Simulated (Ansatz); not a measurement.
The same path of BClFHO + H2 (7 atoms, charge 0, multiplicity 1) was run twice with different band settings. Lost on the way: B1–F2, H6–H7. Made: B1–H6, F2–H7.

Level of theory: Ansatz 0.2.0, RKS PBE0-D4/def2-SVP.

Relaxed end points:

```xyz
7
Properties=species:S:1:pos:R:3
B 0.070 -0.558 -0.120
F 0.058 -0.836 1.178
Cl 1.612 -0.421 -0.943
O -1.068 -0.392 -0.807
H -1.852 -0.485 -0.253
H 0.260 2.358 0.817
H 0.147 1.951 1.450
```

```xyz
7
Properties=species:S:1:pos:R:3
B -0.019 0.445 -0.427
F 0.241 0.038 2.207
Cl 1.317 -0.528 -1.043
O -1.291 0.042 -0.507
H -1.392 -0.849 -0.864
H 0.209 1.548 0.008
H 0.164 0.921 1.948
```

Common settings: spring 5.0 eV/Å²; optimiser quadratic models (default); start path through a guess of the saddle point; force threshold 0.05 eV/Å; iteration limit 60; end points relaxed.

| run | movable images | climbing image |
| --- | --- | --- |
| 1 | 9 | yes |
| 2 | 6 | no |

Task: What does each run give, and how far can it be trusted?

Result: Run 1: converged after 38 iterations, highest image 2.040 eV above the first end. The profile has 2 maxima (images 2, 6) with wells between them (image 3): this band takes more than one step, which may be the mechanism or a detour left from its start path. A structure lower than the first end lies on the path between it and the top, so the climb from that side starts below the end, which may itself be a saddle point or a shallow side well. Neighbouring images differ by up to 1.6 eV, so the band resolves the path poorly. A vibrational analysis at the climbing image gives one clearly imaginary mode, 1145i cm⁻¹: a first-order saddle point.
Run 2: converged after 37 iterations, highest image 1.523 eV above the first end. The profile has 2 maxima (images 2, 6) with wells between them (image 3): this band takes more than one step, which may be the mechanism or a detour left from its start path. A structure lower than the first end lies on the path between it and the top, so the climb from that side starts below the end, which may itself be a saddle point or a shallow side well. No image climbed, so the highest image needn't sit at the top of the path.
The orbitals stay closed-shell, which can raise the energy where a bond breaks towards radicals; this wasn't checked here.
